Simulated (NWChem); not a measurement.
# CH₃F₃OSi; SMILES F[Si](F)(F)OC

```xyz
9

C     -0.0784     2.3269     0.0014
O      0.6886     1.1197     0.0007
Si     0.0621    -0.3708     0.0003
F     -0.8507    -0.6364    -1.2760
F      1.2581    -1.4096    -0.0029
F     -0.8462    -0.6393     1.2791
H     -0.7084     2.3876     0.8959
H     -0.7071     2.3893    -0.8938
H      0.6255     3.1617     0.0029
```
Atoms are numbered in this order, from 1.

Results from NWChem. Pople sets run with spherical d functions. The geometry was optimised at B3LYP/6-31G* (spherical d). Level: B3LYP/6-31G* with SMD (1 M gas to 1 M solution), gas-phase geometry. Reactions with the solvent are ignored.

Q: Predict the results for solvent toluene. Quantities: solvation free energy (kcal/mol); cavity-dispersion-structure term (kcal/mol); dipole in solution (D).

A: solvation free energy (kcal/mol): -1.7
cavity-dispersion-structure term (kcal/mol): 0.3
dipole in solution (D): 2.70
